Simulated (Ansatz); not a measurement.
GeH$_{3}$N (`[NH2][GeH]`), relaxed with RKS PBE0-D4/def2-TZVP in the Gaussian-basis code of Ansatz from a PBE-D4/def2-SVP geometry. The force threshold is 0.005 eV/Å; the program also tests the step.

The species carries charge 0 and has multiplicity 1.

Start:

```xyz
5

N     0.189   -0.573   -0.029
Ge   -0.619    0.765    0.932
H     0.321   -1.511    0.362
H     0.558   -0.502   -0.981
H    -0.450    1.822   -0.284
```

| step | energy (eV) | largest force (eV/Å) | largest move (Å) |
| --- | --- | --- | --- |
| 1 | -58048.5717 | 0.635 | 0.000 |
| 2 | -58048.5894 | 0.175 | 0.017 |
| 3 | -58048.5908 | 0.043 | 0.020 |
| 4 | -58048.5911 | 0.022 | 0.006 |
| 5 | -58048.5911 | 0.004 | 0.003 |

End:

```xyz
5

N     0.189   -0.573   -0.027
Ge   -0.610    0.756    0.917
H     0.319   -1.495    0.357
H     0.548   -0.493   -0.965
H    -0.446    1.806   -0.281
```

Hardware: 2 threads of a server CPU on a shared host. Wall time 7 s, peak host memory 0.17 GiB.
